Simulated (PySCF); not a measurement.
Species: C₂H₇F₂NSi₂.
Atom-mapped SMILES: `[F:1][C@@H:2]1[CH2:3][SiH2:4][NH:5][Si@@H:6]1[F:7]`

Geometry (GFN2-xTB, Å), atoms numbered from 1 in this order:
```
atom  x, y, z in Å
F1     0.026   -1.705   -1.371
C2     0.093   -1.327   -0.031
C3    -1.193   -0.588    0.331
Si4   -1.037    1.216   -0.261
N5     0.694    1.321   -0.079
Si6    1.570   -0.130    0.195
F7     2.709   -0.340   -0.919
H8     0.175   -2.272    0.518
H9    -2.047   -1.113   -0.097
H10   -1.304   -0.621    1.415
H11   -1.670    2.172    0.651
H12   -1.450    1.412   -1.651
H13    1.170    2.199   -0.191
H14    2.265   -0.223    1.467
```

Probes without a nucleus sit at each ring's centroid and 1 Å off its mean plane on both sides; NICS is minus the shielding there, NICSzz its component along the normal. Level: GIAO PBE0/pcSseg-1 (PySCF, non-relativistic, gas phase) on the GFN2-xTB geometry, one conformer.

Ring bond lengths (Å), with Mayer bond orders in brackets: C2–C3 1.527 (1.02), C3–Si4 1.906 (0.89), Si4–N5 1.744 (0.94), N5–Si6 1.717 (1.02), Si6–C2 1.914 (0.83).

Problem. What do the NICS probes read (ppm)?

Solution. 
```csv
ring,type,NICS(0),"NICS(1), two faces","NICS(1)zz, two faces",rms pucker (Å),"centre to ring atoms, mean (Å)"
C2–C3–Si4–N5–Si6,5-membered ring with N and 2 Si; formal bonds all single,-4.0,-3.9 / -1.7,-2.1 / 0.7,0.17,1.48
```

Problem. What do they say, and how far can they be read as aromaticity?

Solution. 
- C2–C3–Si4–N5–Si6: mean NICS(1)zz -0.7 ppm, near zero. C2, C3, Si4, Si6 have four or more neighbours, so the value isn't read as a sign of a π ring current.

Problem. What are the shieldings of the ring atoms and their hydrogens in the same run (means over atoms taken as equivalent)?

Solution. 
```
atoms                      environment  σ isotropic (ppm)
   C2                   sp3 C–F carbon              100.9
   C3      sp3 carbon bound to silicon              168.1
  Si4                     SiH2 silicon              374.9
   N5  nitrogen bridging silicon atoms              232.8
  Si6           fluorine-bound silicon              356.6
   H8                 methine hydrogen              26.64
   H9               methylene hydrogen              30.07
  H10               methylene hydrogen              30.73
  H11                    Si–H hydrogen              26.79
  H12                    Si–H hydrogen              26.50
  H13                     N–H hydrogen              30.90
  H14                    Si–H hydrogen              26.51
```
